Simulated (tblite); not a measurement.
Compound: C7H10O.
SMILES with atom numbers: `[O:1]=[CH:2][C@H:3]1[C@@H:4]2[CH2:5][CH2:6][C@H:7]1[CH2:8]2` (hydrogens: H9 on C2; H10 on C3; H11 on C4; H12, H13 on C5; H14, H15 on C6; H16 on C7; H17, H18 on C8)

Computed with GFN2-xTB (tblite), gas phase: Langevin dynamics at 300 K from the optimised GFN2-xTB geometry, time step 0.5 fs, friction 0.01 fs⁻¹, 2000 steps. The instantaneous temperature is 2·E(kin)/(3Nk) with all 3N coordinates.

| t (fs) | T (K) | E(pot) above start (eV) | O1=C2 (Å) | C2–C3 (Å) | C3–C4 (Å) | C4–C5 (Å) | C5–C6 (Å) | C2–H9 (Å) | O1–C2–C3–C4 (°) |
| --- | --- | --- | --- | --- | --- | --- | --- | --- | --- |
| 0 | 254 | 0.000 | 1.202 | 1.486 | 1.553 | 1.529 | 1.547 | 1.106 | 127 |
| 25 | 167 | 0.343 | 1.201 | 1.491 | 1.531 | 1.577 | 1.558 | 1.088 | 112 |
| 50 | 211 | 0.277 | 1.210 | 1.517 | 1.549 | 1.553 | 1.542 | 1.092 | 104 |
| 75 | 212 | 0.417 | 1.189 | 1.497 | 1.571 | 1.528 | 1.498 | 1.065 | 95 |
| 100 | 221 | 0.370 | 1.203 | 1.464 | 1.556 | 1.504 | 1.590 | 1.063 | 82 |
| 125 | 299 | 0.451 | 1.211 | 1.486 | 1.565 | 1.559 | 1.569 | 1.067 | 77 |
| 150 | 269 | 0.535 | 1.187 | 1.529 | 1.488 | 1.552 | 1.504 | 1.086 | 79 |
| 175 | 271 | 0.663 | 1.223 | 1.540 | 1.514 | 1.502 | 1.539 | 1.061 | 87 |
| 200 | 326 | 0.522 | 1.195 | 1.566 | 1.584 | 1.525 | 1.597 | 1.082 | 95 |
| 225 | 252 | 0.779 | 1.213 | 1.464 | 1.590 | 1.535 | 1.625 | 1.094 | 105 |
| 250 | 372 | 0.564 | 1.226 | 1.424 | 1.585 | 1.523 | 1.587 | 1.127 | 110 |
| 275 | 370 | 0.698 | 1.168 | 1.470 | 1.596 | 1.502 | 1.519 | 1.127 | 117 |
| 300 | 467 | 0.587 | 1.215 | 1.480 | 1.524 | 1.489 | 1.585 | 1.094 | 143 |
| 325 | 341 | 0.970 | 1.247 | 1.477 | 1.515 | 1.438 | 1.612 | 1.060 | 158 |
| 350 | 360 | 0.874 | 1.156 | 1.512 | 1.522 | 1.538 | 1.507 | 1.066 | 162 |
| 375 | 413 | 0.601 | 1.225 | 1.509 | 1.606 | 1.523 | 1.496 | 1.071 | 167 |
| 400 | 426 | 0.640 | 1.242 | 1.518 | 1.562 | 1.516 | 1.576 | 1.080 | 163 |
| 425 | 246 | 0.904 | 1.179 | 1.523 | 1.529 | 1.545 | 1.558 | 1.123 | 168 |
| 450 | 442 | 0.504 | 1.202 | 1.511 | 1.546 | 1.550 | 1.506 | 1.140 | 175 |
| 475 | 267 | 0.844 | 1.221 | 1.456 | 1.581 | 1.570 | 1.523 | 1.172 | 170 |
| 500 | 384 | 0.697 | 1.181 | 1.475 | 1.532 | 1.550 | 1.533 | 1.159 | 171 |
| 525 | 366 | 0.797 | 1.197 | 1.564 | 1.530 | 1.524 | 1.521 | 1.188 | 152 |
| 550 | 340 | 0.712 | 1.222 | 1.553 | 1.537 | 1.553 | 1.510 | 1.163 | 142 |
| 575 | 398 | 0.644 | 1.183 | 1.499 | 1.568 | 1.565 | 1.535 | 1.157 | 122 |
| 600 | 355 | 0.880 | 1.192 | 1.475 | 1.608 | 1.520 | 1.572 | 1.186 | 102 |
| 625 | 314 | 0.909 | 1.238 | 1.440 | 1.567 | 1.508 | 1.555 | 1.187 | 100 |
| 650 | 308 | 0.754 | 1.198 | 1.488 | 1.549 | 1.511 | 1.572 | 1.188 | 102 |
| 675 | 269 | 0.603 | 1.202 | 1.481 | 1.547 | 1.572 | 1.529 | 1.172 | 104 |
| 700 | 231 | 0.721 | 1.210 | 1.486 | 1.509 | 1.533 | 1.524 | 1.167 | 119 |
| 725 | 318 | 0.563 | 1.180 | 1.527 | 1.580 | 1.537 | 1.553 | 1.147 | 114 |
| 750 | 237 | 0.476 | 1.228 | 1.501 | 1.540 | 1.528 | 1.563 | 1.094 | 120 |
| 775 | 322 | 0.486 | 1.204 | 1.466 | 1.529 | 1.505 | 1.518 | 1.089 | 126 |
| 800 | 301 | 0.581 | 1.162 | 1.493 | 1.584 | 1.526 | 1.511 | 1.098 | 118 |
| 825 | 295 | 0.435 | 1.227 | 1.542 | 1.588 | 1.515 | 1.570 | 1.065 | 106 |
| 850 | 231 | 0.638 | 1.208 | 1.503 | 1.520 | 1.488 | 1.572 | 1.080 | 98 |
| 875 | 341 | 0.474 | 1.177 | 1.509 | 1.607 | 1.529 | 1.562 | 1.101 | 100 |
| 900 | 210 | 0.644 | 1.206 | 1.443 | 1.583 | 1.509 | 1.536 | 1.137 | 106 |
| 925 | 252 | 0.547 | 1.195 | 1.430 | 1.548 | 1.498 | 1.567 | 1.161 | 116 |
| 950 | 236 | 0.559 | 1.193 | 1.492 | 1.617 | 1.512 | 1.577 | 1.165 | 103 |
| 975 | 228 | 0.424 | 1.207 | 1.518 | 1.538 | 1.571 | 1.530 | 1.162 | 99 |
| 1000 | 280 | 0.368 | 1.179 | 1.467 | 1.568 | 1.587 | 1.525 | 1.148 | 93 |

Task: From 500 fs on, how do temperature and potential energy compare with equipartition?

Result: The mean temperature of these 21 frames is 296 K against the target 300 K, and the mean potential energy 0.61 eV against 48 × kT/2 = 0.62 eV for 48 classical harmonic modes. For 18 atoms in a canonical ensemble the temperature itself scatters by T·√(2/(3N)) = 58 K; here its standard deviation is 55 K. The whole run lasts only 10 friction times of 100 fs, so these averages carry a wide statistical error.

Task: What are the kinetic and total energies of the listed frame with the highest potential energy?

Result: The one at 325 fs, 0.970 eV above the start. Its kinetic energy is 3NkT/2 = 0.794 eV at 341 K, so the sum is 1.76 eV; over the listed frames the sum runs from 0.59 to 1.76 eV, since the thermostat adds and removes energy.

Task: How much do the listed bonds fluctuate from 500 fs on?

Result: 
```
 bond  at the start (Å)  mean (Å)  standard deviation (Å)
O1=C2             1.202     1.199                   0.019
C2–C3             1.486     1.493                   0.034
C3–C4             1.553     1.560                   0.030
C4–C5             1.529     1.531                   0.026
C5–C6             1.547     1.545                   0.022
C2–H9             1.106     1.144                   0.038
```

The motion is classical and holds no zero-point motion.

What follows is the cost of the whole dynamics run. Hardware: one thread of an Intel Xeon 6975P-C, on a shared host. Cost: 9.3 s wall, 0.18 GiB resident at most.
